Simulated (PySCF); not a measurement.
## Electronic structure of Hf³⁺ (hafnium, charge +3) at the revPBE level

Configuration: [Xe] 4f14 5d1, 2D determinant. All numbers are calculated (PySCF 2.14, the spin-free X2C one-electron Hamiltonian (Gaussian nucleus), in x2c-TZVPPall (11s7p7d3f1g, 97 functions)).

- Total energy: -15077.36 hartree
- One-electron energy: -20620.92 hartree
- Hartree (Coulomb) energy: 5856.10 hartree
- Exchange-correlation energy: -312.54 hartree
- ⟨S²⟩: 0.7505
- ⟨L²⟩: 6.004
- Sum of ⟨r⟩: 35.03 bohr
- Sum of ⟨r²⟩: 33.77 bohr²
- Traceless quadrupole moment −½Σ⟨3z² − r²⟩ along its main axis: 1.25 e·bohr²
- Langevin diamagnetic susceptibility: -26.7 ×10⁻⁶ cm³/mol
- Time after the integrals: roughly 5 core-seconds

| shell | electrons | mean orbital energy (eV) | spread (eV) | rms radius, mean of both spins (bohr) |
| --- | --- | --- | --- | --- |
| 1s β | 1 | -65105.4 | 0 | 0.0215 |
| 1s α | 1 | -65105.4 | 0 | 0.0215 |
| 2s α | 1 | -11158.5 | 0 | 0.0869 |
| 2s β | 1 | -11158.4 | 0 | 0.0869 |
| 2p α | 3 | -9831.4 | 0.059 | 0.0788 |
| 2p β | 3 | -9831.4 | 0.092 | 0.0788 |
| 3s α | 1 | -2565.1 | 0 | 0.223 |
| 3s β | 1 | -2565.1 | 0 | 0.223 |
| 3p α | 3 | -2166.6 | 0.161 | 0.224 |
| 3p β | 3 | -2166.6 | 0.179 | 0.224 |
| 3d α | 5 | -1680.9 | 0.136 | 0.205 |
| 3d β | 5 | -1680.8 | 0.194 | 0.205 |
| 4s α | 1 | -538.57 | 0 | 0.498 |
| 4s β | 1 | -538.54 | 0 | 0.498 |
| 4p α | 3 | -407.16 | 0.360 | 0.530 |
| 4p β | 3 | -407.13 | 0.403 | 0.530 |
| 4d α | 5 | -233.75 | 0.409 | 0.577 |
| 4d β | 5 | -233.72 | 0.499 | 0.577 |
| 5s α | 1 | -94.145 | 0 | 1.20 |
| 5s β | 1 | -93.740 | 0 | 1.20 |
| 5p α | 3 | -62.794 | 0.501 | 1.41 |
| 5p β | 3 | -62.221 | 1.074 | 1.41 |
| 4f α | 7 | -44.265 | 0.444 | 0.763 |
| 4f β | 7 | -44.159 | 0.564 | 0.763 |
| 5d α | 1 | -27.652 | 0 | 2.12 |

Spin-orbit coupling, absent here, splits the open shell strongly.

Densities and radii are taken from the X2C orbitals without a picture-change correction, which distorts them close to the nucleus.
